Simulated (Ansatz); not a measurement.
Cd₄Te₂Br₄⁻. Charge -1, multiplicity 2. Geometry r2SCAN-D4/def2-SVP, that of the neutral singlet; atoms count from 1.

```tsv
atom	x (Å)	y (Å)	z (Å)
Cd1	-1.5643	-1.9853	-0.1128
Cd2	-0.4136	0.3197	2.4207
Cd3	-1.7207	1.6199	-0.6827
Cd4	3.0878	0.0318	-1.3702
Te5	-2.9191	0.0091	1.2560
Te6	0.6549	-0.0354	-0.3067
Br7	5.2991	0.0822	-2.3443
Br8	0.9756	0.6860	4.3996
Br9	-1.9419	3.5157	-2.2137
Br10	-1.4578	-4.2438	-1.0459
```

In the def2 sets Cd, Te take a core potential; there is no spin–orbit coupling. The structure comes from a short search, and lower isomers may exist.

Estimate the Mulliken populations from the PBE/def2-SVP orbitals of Ansatz.


```tsv
atom	charge (e)	spin (α − β)	d electrons
Cd1	0.30	0.12	10.02
Cd2	0.31	0.11	10.02
Cd3	0.31	0.10	10.02
Cd4	0.23	0.30	10.00
Te5	-0.36	0.21	–
Te6	-0.37	0.00	–
Br7	-0.36	0.08	–
Br8	-0.35	0.03	–
Br9	-0.35	0.02	–
Br10	-0.35	0.03	–
```
Mulliken values depend strongly on the basis.

Where does the spin sit?

Summed by element: Cd 0.63, Te 0.21, Br 0.16, of 1 unpaired in all. Largest on single atoms: Cd4 0.30, Te5 0.21, Cd1 0.12.

And the Mayer bond orders between heavy atoms (over 0.3)?

Cd1–Te5 0.61 (2.77 Å); Cd1–Te6 0.43 (2.96 Å); Cd1–Br10 0.96 (2.45 Å); Cd2–Te5 0.61 (2.78 Å); Cd2–Te6 0.45 (2.95 Å); Cd2–Br8 0.97 (2.45 Å); Cd3–Te5 0.60 (2.79 Å); Cd3–Te6 0.47 (2.92 Å); Cd3–Br9 0.96 (2.45 Å); Cd4–Te6 0.63 (2.66 Å); Cd4–Br7 0.88 (2.42 Å).
